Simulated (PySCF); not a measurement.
Species: C4H4ClP3.
SMILES with atom numbers: `[CH3:1][c:2]1[p:3][cH:4][p:5][c:6]([Cl:7])[p:8]1` (hydrogens: H9, H10, H11 on C1; H12 on C4)

Structure used (PBE0-D3(BJ)/def2-SVP), in Å, numbered top down from 1:
```
atom  x, y, z in Å
C1     2.2095    0.1483    0.3894
C2     0.7197    0.0173    0.1533
P3     0.0862   -1.5866    0.3974
C4    -1.5988   -1.5133    0.0232
P5    -2.7077   -0.2933   -0.4862
C6    -1.7301    1.1472   -0.5940
Cl7   -2.6420    2.5582   -1.0775
P8    -0.0484    1.5081   -0.3138
H9     2.4728    1.1295    0.8137
H10    2.7635    0.0453   -0.5588
H11    2.5802   -0.6331    1.0702
H12   -2.0931   -2.4874    0.1465
```

Computed at PBE0/pcSseg-1 (PySCF, non-relativistic), with Q(35Cl) = −0.0817 b: Cl7, 35Cl (I = 3/2): χzz = -76.67 MHz, η = 0.095.

Where would the pure quadrupole (NQR) lines of 35Cl at Cl7 fall for the rigid, isolated species?

From ν = (|χ|/2)√(1 + η²/3): ν = 38.39 MHz (aryl chlorine). For 37Cl the ratio of quadrupole moments, 0.7881, gives 30.26 MHz.

Apply the simplest Townes–Dailey estimate (no s hybridisation, no π bonding), ionic character = 1 − χzz/χ0, where χ0 is the coupling for one missing p electron along the bond: −109.74 MHz for 35Cl.

Cl7 on C6: 1 − (-76.67)/(-109.74) = 0.30. In this model a purely covalent bond gives χ0 and a free halide ion gives zero; s hybridisation or π bonding, where present, is counted here as ionic character.

In a crystal, neighbours and librations shift these lines. With a basis this small, the couplings can be 20 % off.
